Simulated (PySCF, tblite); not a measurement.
Isomers of C8H12NP. Computed values, GFN2-xTB/tblite, gas phase, harmonic and unscaled. The method is semi-empirical: single wavenumbers can be off by several per cent or more. One conformer each.

Electronic energies: PBE0/pcSseg-1 single points on the GFN2-xTB geometries (PySCF, gas phase).

```json
{"SMILES": "C[C@@H]1[C@H](C)P1n1cccc1", "electronic energy, lowest = 0 (kJ/mol)": "62.3"}
{"SMILES": "Cc1cpc(C(C)C)cn1", "electronic energy, lowest = 0 (kJ/mol)": "15.2"}
{"SMILES": "CC(C)(C)c1ccpcn1", "electronic energy, lowest = 0 (kJ/mol)": "32.7"}
{"SMILES": "CCP(C)c1cccnc1", "electronic energy, lowest = 0 (kJ/mol)": "5.6"}
{"SMILES": "C=CCn1cc(C)pc1C", "electronic energy, lowest = 0 (kJ/mol)": "68.6"}
{"SMILES": "CCP(C)c1ccccn1", "electronic energy, lowest = 0 (kJ/mol)": "0.0"}
```

Task: How do GFN2-xTB zero-point energies change the relative energies?

Result: 
```
                   SMILES  ZPE (kJ/mol)  of it from modes above 1550 cm⁻¹  electronic (kJ/mol)  with ZPE, lowest = 0 (kJ/mol)  lowest mode (cm⁻¹)  rings
           CCP(C)c1ccccn1         468.1                             235.6                  0.0                            0.0                  23      1
           CCP(C)c1cccnc1         468.1                             235.4                  5.6                            5.7                  18      1
         Cc1cpc(C(C)C)cn1         473.3                             216.4                 15.2                           20.4                  27      1
         CC(C)(C)c1ccpcn1         474.5                             217.8                 32.7                           39.1                  40      1
C[C@@H]1[C@H](C)P1n1cccc1         472.8                             229.0                 62.3                           67.0                  44      2
          C=CCn1cc(C)pc1C         471.6                             236.9                 68.6                           72.1                  31      1
```

The zero-point energies span 6.4 kJ/mol, from `CCP(C)c1ccccn1` to `CC(C)(C)c1ccpcn1`. The order is unchanged.

Task: And how do the electronic energies of GFN2-xTB itself compare?

Result: `CCP(C)c1ccccn1` 18.9; `CCP(C)c1cccnc1` 27.8; `Cc1cpc(C(C)C)cn1` 6.8; `CC(C)(C)c1ccpcn1` 25.9; `C[C@@H]1[C@H](C)P1n1cccc1` 0.0; `C=CCn1cc(C)pc1C` 46.6 kJ/mol, lowest = 0. Against the energies above, taken from the same isomer `CCP(C)c1ccccn1`, the largest difference is 81.2 kJ/mol.

Task: What do entropy and thermal enthalpy add at 298.15 K and 1 bar (rigid rotor, harmonic oscillator, one conformer each)?

Result: 
```csv
SMILES,point group,symmetry number,S (J/(mol K)),H − H(0) (kJ/mol),ZPE + H − H(0) − TS (kJ/mol)
Cc1cpc(C(C)C)cn1,C1,1,442.3,32.09,373.5
CC(C)(C)c1ccpcn1,Cs,1,424.4,30.88,378.8
C[C@@H]1[C@H](C)P1n1cccc1,Cs,1,430.8,31.09,375.4
C=CCn1cc(C)pc1C,C1,1,451.7,32.86,369.8
```

Not tabulated: `CCP(C)c1ccccn1` (lowest mode only 23 cm⁻¹); `CCP(C)c1cccnc1` (lowest mode only 18 cm⁻¹).
